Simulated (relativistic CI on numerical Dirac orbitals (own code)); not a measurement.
# Radial parameters of Ba⁴⁰⁺

Calculated at this level of theory: Dirac-Coulomb-Breit CI, separate exchange-only KLI orbitals for each configuration, model QED (radiative potential, 1s self-energy scaled to tabulated hydrogen-like ionisation energies), unscaled Slater integrals (own radial code, finite nucleus).

Slater integrals F^k, G^k are unscaled and averaged over j, outside the closed core [Ne]; ζ comes from projecting the Hamiltonian with its Breit term on Σ l·s of the shell.

- 3s2 3p4: F^2(3p,3p) = 383450, ζ(3p) = 506080 cm⁻¹; <r>(3p) = 0.2573, <r^2>(3p) = 0.07645 (bohr units).
- 3s 3p5: G^1(3s,3p) = 483870, ζ(3p) = 505900 cm⁻¹; <r>(3s) = 0.2649, <r^2>(3s) = 0.07998, <r>(3p) = 0.2575, <r^2>(3p) = 0.07655 (bohr units).
- 3s2 3p3 3d: F^2(3p,3p) = 383100, ζ(3p) = 505480, F^2(3p,3d) = 385560, G^1(3p,3d) = 403350, G^3(3p,3d) = 271980, ζ(3d) = 67914 cm⁻¹; <r>(3p) = 0.2575, <r^2>(3p) = 0.0766, <r>(3d) = 0.2276, <r^2>(3d) = 0.05982 (bohr units).

Averages of the first 10 configurations, taken without configuration mixing, which lowers the lowest level and can move excited configurations by several eV; other configurations of the list can lie among them:

```json
{"Configuration": "3s2 3p4", "Parity": "even", "States": "15", "Average energy above the lowest level (eV)": "72.5"}
{"Configuration": "3s 3p5", "Parity": "odd", "States": "12", "Average energy above the lowest level (eV)": "268.7"}
{"Configuration": "3s2 3p3 3d", "Parity": "odd", "States": "200", "Average energy above the lowest level (eV)": "286.4"}
{"Configuration": "3p6", "Parity": "even", "States": "1", "Average energy above the lowest level (eV)": "481.4"}
{"Configuration": "3s 3p4 3d", "Parity": "even", "States": "300", "Average energy above the lowest level (eV)": "475.5"}
{"Configuration": "3p5 3d", "Parity": "odd", "States": "60", "Average energy above the lowest level (eV)": "681.1"}
{"Configuration": "3s 3p3 3d2", "Parity": "odd", "States": "1800", "Average energy above the lowest level (eV)": "688.7"}
{"Configuration": "3s2 3p2 3d 4p", "Parity": "odd", "States": "900", "Average energy above the lowest level (eV)": "1699.7"}
{"Configuration": "3p5 4s", "Parity": "odd", "States": "12", "Average energy above the lowest level (eV)": "1808.6"}
{"Configuration": "3s 3p3 3d 4s", "Parity": "odd", "States": "800", "Average energy above the lowest level (eV)": "1806.7"}
```
